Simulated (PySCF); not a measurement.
GeH₃, SMILES [GeH3] (connectivity only; charge and spin as stated), charge +1, multiplicity 1.

Geometry: PBE0-D3(BJ)/def2-TZVPD. The multiplicity is an assumed one; other spin states were not compared. The isomer is the one that the SMILES or the coordinates give; other isomers of the formula were not compared.

Computed with PySCF 2.14.0 with TDDFT-PBE0/def2-TZVPD.

Vertical excitations; the highest root listed may be one member of a degenerate set. Gas-phase values at a fixed geometry. State labels are in the subgroup C2v.

| state | symmetry | energy (eV) | λ (nm) | f | main pairs |
|---|---|---|---|---|---|
| S1 | B2 | 5.44 | 228 | 0.000 | HOMO→LUMO (degenerate set) |
| S2 | A2 | 5.44 | 228 | 0.000 | HOMO−1→LUMO (degenerate set) |
| S3 | B1 | 10.06 | 123 | 0.141 | HOMO−1→LUMO+1 (degenerate set) |
| S4 | A1 | 10.06 | 123 | 0.141 | HOMO→LUMO+1 (degenerate set) |
| S5 | B1 | 10.79 | 115 | 0.000 | HOMO→LUMO+2 50 %, HOMO−1→LUMO+3 50 % |
| S6 | A1 | 11.40 | 109 | 0.000 | HOMO−1→LUMO+2 49 %, HOMO→LUMO+3 49 % |
| S7 | B2 | 11.92 | 104 | 0.085 | HOMO−2→LUMO 84 % |
| S8 | B1 | 12.03 | 103 | 0.770 | HOMO−1→LUMO+4, HOMO−1→LUMO+3, HOMO→LUMO+2 (degenerate set) |
| S9 | A1 | 12.03 | 103 | 0.770 | HOMO→LUMO+4, HOMO→LUMO+3, HOMO−1→LUMO+2 (degenerate set) |
| S10 | A1 | 12.69 | 98 | 0.483 | HOMO→LUMO+4 52 %, HOMO→LUMO+3 19 %, HOMO−1→LUMO+2 19 % |
| T1 | B2 | 4.78 | 259 | 0 | HOMO→LUMO (degenerate set) |
| T2 | A2 | 4.78 | 259 | 0 | HOMO−1→LUMO (degenerate set) |
| T3 | B1 | 8.06 | 154 | 0 | HOMO−1→LUMO+1 (degenerate set) |
| T4 | A1 | 8.06 | 154 | 0 | HOMO→LUMO+1 (degenerate set) |
Triplets are in the Tamm–Dancoff approximation, which puts them higher than full response would, so one can lie above its singlet here.
